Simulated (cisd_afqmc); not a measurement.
Input (X2C-AFQMC/CISD/cc-pwCVTZ-DK; cisd_afqmc is a phaseless AFQMC code with CISD trial states that reads the integrals written by Ansatz): The .json basis holds the Basis Set Exchange's core-valence set for the 3d metal and cc-pVXZ-DK of the same size for its partners.

Ansatz 0.2 input:
```python
import cisd_afqmc

open("ham.yaml", "w").write("""\
crystal:
  periodic: [false, false, false]
  atoms:
    - {symbol: Ti, position_ang: [0.00000000, 0.00000000, 0.00000000]}
basis:
  gaussian:
    orbitals: cc-pwCVTZ-DK.json
magnetization: {spin_polarized: true, initial_magnetization: 4}
correlation: {method: ccsd, frozen_orbitals: {Ti: 5}, hamiltonian_folder: ham}
scf: {lower_state_search: full}
""")
rep = cisd_afqmc.ansatz("ham.yaml")
e_ccsd = rep["correlation"]["coupled_cluster"]["energy"]["hartree"]
out = cisd_afqmc.run("ham", e_ccsd, trial="CISD", walkers=100, populations=8, threads=8, dt=0.005, steps=40, early=36, settle=10, least=32,
    cut=5e-5, rank_cut=2e-4, target=0.0003, seconds=3000, seed=4, memory=17280, gpu=False)
```

Output:

```
orbitals 97, occupied [8, 4], factors 512 of 639, rank of the doubles 522 of 1084
E(HF) = -852.723216
E(CCSD) on the cut factors = -853.120993, shift to the whole factors -0.000005
Energy of the trial state on the determinant = -853.120969
  tau behind 10.8 of longer steps, mean of the populations' last blocks
   2.0  -853.13330
   4.0  -853.13246
   6.0  -853.13273
   8.0  -853.13214
blocks 284 (0 outliers left out), error by blocks joined: 1: 0.00023, 2: 0.00025, 4: 0.00029, 8: 0.00029, 16: 0.00027
E(AFQMC/CISD) = -853.13242 +/- 0.00029
```

This quintet is an excited state, 0.8 eV above the triplet at CCSD(T)/aug-cc-pwCVQZ-DK (Ansatz).
